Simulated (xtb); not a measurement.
Cl2Pb, charge -1, doublet, geometry from GFN2-xTB (such geometries of metal compounds can be far from the true shape) (a state made from the parent by changing its charge; the spin is typed, not shown lowest). Base run: GFN2-xTB (xtb).

Geometry (Å):
```xyz
3

Pb     0.0070    -0.0103     0.4259
Cl     1.4790     1.6834    -1.0121
Cl    -1.5130    -1.6339    -1.0425
```
Charge -1, spin multiplicity 2.
All else is at xtb's defaults.
Base energy -11.70754 Eh.

Variants of this job, named by their change:

```tsv
change	ΔE vs base (kJ/mol)	SCF cycles
base	0.00	10
file = coord	0.00	10
acc = 0.0001	0.00	14
acc = 1000	0.06	5
gbsa = chcl3	-217.9	10
```

ALPB and GBSA are two models with their own fitted parameters for each solvent, which aren't always the measured dielectric constant.
